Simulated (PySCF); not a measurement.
Computed with TPSSh-D3(BJ)/def2-TZVP // TPSS-D3(BJ)/def2-SVP (PySCF). All species are isolated molecules in the gas phase. One relaxed conformer stands for a flexible species; it need not be the lowest. 

Reference species: [Zn(CH3)2] (neutral, multiplicity 1).

The charge on the central atom (meta-Löwdin) is 1.04 e. The coordination number comes out as 2 and the HOMO is -6.51 eV. The LUMO is -0.10 eV.

Changed species: [Zn(CH3)(SH)] (1 of 2 CH3 replaced by SH; the reference has 0 of 2 CH3 replaced by SH).

Problem. Predict the effect on the charge on the central atom (meta-Löwdin), coordination number, HOMO and LUMO.

Solution. the charge on the central atom (meta-Löwdin) hardly moves; the coordination number is nearly the same; the HOMO goes up by 0.06 eV, to -6.45 eV; the LUMO drops by 0.56 eV, to -0.66 eV.
